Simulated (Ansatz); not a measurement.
Consider the redistribution: `B[Si](O)(F)Cl` + `CN1[SiH2]C1F` → `C[Si](O)(F)Cl` + `BN1[SiH2]C1F`.

Isolated molecules relaxed with PBE0-D4/def2-TZVP in Ansatz; ΔE leaves out vibrations. CCSD(T)/CBS adds triple-zeta CCSD(T) − MP2 to the extrapolated MP2 energy (def2 sets, frozen cores). DFT in def2-TZVPP. B3LYP here is the variant with VWN-RPA as its local correlation; programs differ in this. Each species was taken in one conformer, which may not be the lowest.

**Question.** Is it downhill or uphill in electronic energy at CCSD(T)/CBS, and by how much? (Estimate.)

**Answer.** The calculation gave: Downhill: ΔE = -2.46 eV.

**Question.** What do these levels give: PBE-D4, PBE0-D4, ωB97X-V, B3LYP, HF/def2-TZVPP, SCS-MP2/def2-TZVPP, CCSD(T)/def2-TZVPP, MP2/def2-QZVPP, SCS-MP2/def2-QZVPP, HF/CBS(def2), MP2/CBS(def2), CCSD/CBS(def2)? (Best estimate.)

**Answer.** Computed: PBE-D4 -2.36, PBE0-D4 -2.40, ωB97X-V -2.40, B3LYP -2.42, HF/def2-TZVPP -2.42, SCS-MP2/def2-TZVPP -2.48, CCSD(T)/def2-TZVPP -2.47, MP2/def2-QZVPP -2.54, SCS-MP2/def2-QZVPP -2.48, HF/CBS(def2) -2.43, MP2/CBS(def2) -2.54, CCSD/CBS(def2) -2.45 eV.

Largest T1 diagnostic among the species: 0.014.

In def2-TZVPP, CCSD(T) changes the Hartree–Fock value by −0.04 eV (the triples alone add −0.01 eV) and MP2 by −0.12 eV. From PBE to PBE0 (25 % exact exchange), in def2-TZVPP and without D4, ΔE moves by −0.04 eV.
